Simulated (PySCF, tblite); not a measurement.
Isomers of C5H6F3PS, one GFN2-xTB conformer each. Single-point energies are computed at PBE0/pcSseg-1 (PySCF, gas phase, no added dispersion term), electronic only.

Question: Rank them by PBE0/pcSseg-1 energy, lowest first (kJ/mol).
A. `CC1=C(C)P1(=S)C(F)(F)F`
B. `[F:1][C:2]([F:3])([F:4])[C:5]1=[CH:6][P@@H:7](=[S:8])[CH2:9][CH2:10]1` with C5–C6–P7–S8 -133°, C6–P7–C9–C10 17°, P7–C9–C10–C5 -21°, C2–C5–C10–C9 -164°
C. `[CH2:1]=[CH:2][P@@:3]1(=[S:4])[CH2:5][C@@H:6]1[C:7]([F:8])([F:9])[F:10]` with C1–C2–P3–S4 1°
D. `[CH:1]#[C:2][P@H:3](=[S:4])[CH2:5][CH2:6][C:7]([F:8])([F:9])[F:10]` with C2–P3–C5–C6 167°, P3–C5–C6–C7 72°
E. `[CH3:1][CH2:2][C:3]1=[CH:4][P@:5]1(=[S:6])[C:7]([F:8])([F:9])[F:10]` with C1–C2–C3–C4 -2°

Answer: B (0.0), C (113.5), A (143.9), D (161.0), E (175.7).

As drawn, the highest has a three-membered ring, which the lowest lacks. GFN2-xTB itself gives, in the same order: 0.0, 147.5, 186.4, 134.6, 218.7. Both levels put the same isomer lowest; measured from each level's own lowest isomer, the values differ by up to 43.0 kJ/mol (CCC1=C[P@]1(=S)C(F)(F)F: 218.7 against 175.7).

Q: Which frontier levels, dipoles and rotational constants go with these structures?

A: 
```tsv
SMILES	HOMO (eV, PBE0/pcSseg-1)	LUMO (eV)	dipole (D)	A, B, C (MHz)
FC(F)(F)C1=C[P@@H](=S)CC1	-6.92	-1.62	3.54	2243, 491.9, 451.4
C=C[P@@]1(=S)C[C@@H]1C(F)(F)F	-6.85	-1.36	5.20	1676, 659.2, 580.4
CC1=C(C)P1(=S)C(F)(F)F	-6.75	-0.75	5.31	1063, 842.4, 679.8
C#C[P@H](=S)CCC(F)(F)F	-6.99	-0.80	4.35	1811, 575.5, 494.3
CCC1=C[P@]1(=S)C(F)(F)F	-6.91	-1.10	5.01	1260, 725.4, 544.6
```

Q: What happens when harmonic zero-point energies from GFN2-xTB frequencies are added?

A: 
```tsv
SMILES	ZPE (kJ/mol)	electronic (kJ/mol)	with ZPE (kJ/mol)
FC(F)(F)C1=C[P@@H](=S)CC1	265.7	0.0	0.0
C=C[P@@]1(=S)C[C@@H]1C(F)(F)F	263.1	113.5	110.9
CC1=C(C)P1(=S)C(F)(F)F	263.0	143.9	141.1
C#C[P@H](=S)CCC(F)(F)F	259.3	161.0	154.6
CCC1=C[P@]1(=S)C(F)(F)F	264.8	175.7	174.8
```

The zero-point energies span 6.4 kJ/mol. The order is unchanged.
